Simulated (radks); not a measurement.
Ru, 44 electrons, occupied as [Kr] 4d7 5s1 (the NIST ground configuration). All-electron calculation, Dirac Kohn-Sham, PBEsol, spin-unpolarised, spherical densities, point nucleus; open shells fill j = l - 1/2 first. Program: a radial shooting solver on a logarithmic mesh with Libxc functionals.

Spin-orbit splittings of the eigenvalues, e(l+1/2) - e(l-1/2), with zeta = 2 splitting/(2l+1) and mean radii in bohr:

shell  occ.  splitting (eV)  zeta (eV)  <r> j=l-1/2  <r> j=l+1/2
2p        6           130.8      87.20       0.1236       0.1284
3p        6           22.20      14.80       0.3959       0.4065
3d       10           4.327      1.731       0.3822       0.3857
4p        6           3.395      2.263        1.108        1.139
4d        7          0.3214     0.1286        1.689        1.718
